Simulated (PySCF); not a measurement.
# O²⁺ (oxygen, charge +2) across methods

[He] 2s2 2p1 3s1, high-spin 3P determinant (an excited configuration). All numbers are calculated (PySCF 2.14, the non-relativistic Hamiltonian (point nucleus), in aug-cc-pVQZ).

```csv
method,E (hartree),mean ε 2s β (eV),mean ε 2p α (eV),mean ε 3s α (eV),Σ⟨r²⟩ (bohr²),⟨S²⟩
wB97M-V,-72.0681,-72.111,-61.212,-21.373,13.11,2.001
BP86,-72.0454,-67.251,-56.148,-18.893,13.03,2.001
PBE,-71.9773,-67.048,-56.087,-18.802,13.05,2.001
UHF,-71.88271,-74.983,-67.635,-21.354,13.48,2.003
PBEsol,-71.7293,-66.806,-55.763,-18.756,13.06,2.001
LDA,-71.4777,-66.833,-55.774,-18.779,13.09,2.000
HSE06,-71.9937,-68.940,-58.704,-19.163,13.11,2.001
r2SCAN,-72.0055,-67.607,-57.349,-18.844,13.21,2.002
```

(1) Estimate the same row for PBE0.

The outer electron is Rydberg-like, and this basis confines it to a smaller radius and binds it less than a complete one would.

## Answers

(1) E (hartree) = -71.9869; mean ε 2s β (eV) = -69.374; mean ε 2p α (eV) = -59.087; mean ε 3s α (eV) = -19.552; Σ⟨r²⟩ (bohr²) = 13.11; ⟨S²⟩ = 2.001.
